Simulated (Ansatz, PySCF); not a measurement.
This Ansatz (a quantum-chemistry and plane-wave program) input computes a CAM-B3LYP/def2-TZVPD energy:

Ansatz 0.2 input:
```yaml
crystal:
  periodic: [false, false, false]
  atoms:
    - {symbol: C, position_ang: [-0.56687313, 0.45164240, -0.01738260]}
    - {symbol: F, position_ang: [0.52970873, -0.26358262, 0.01653168]}
    - {symbol: H, position_ang: [-1.36613982, -0.33761083, -0.04448949]}
basis:
  gaussian:
    orbitals: def2-TZVPD
hamiltonian:
  xc: {name: CAM-B3LYP}
output: {forces: true}
```

Task: Write an input for the same energy in PySCF and say what it gives.

Result: 
```python
from pyscf import gto, scf, dft

mol = gto.M(
    atom='''
    C    -0.56687313    0.45164240   -0.01738260
    F     0.52970873   -0.26358262    0.01653168
    H    -1.36613982   -0.33761083   -0.04448949
    ''',
    basis='def2-tzvpd',
    charge=0,
    spin=0,
    verbose=4,
)

mf = dft.RKS(mol, xc='camb3lyp').density_fit(auxbasis='def2-universal-jkfit')
mf.grids.level = 3
mf.conv_tol = 1e-9
mf.max_cycle = 100
mf.max_memory = 1500
mf.kernel()
if not mf.converged:
    mf = mf.newton()
    mf.kernel(mf.make_rdm1())
mf.analyze()
```
It gives -138.42296 Eh, and Ansatz -138.42291 Eh, a difference of 0.05 mEh, from the treatment of integrals and grids.
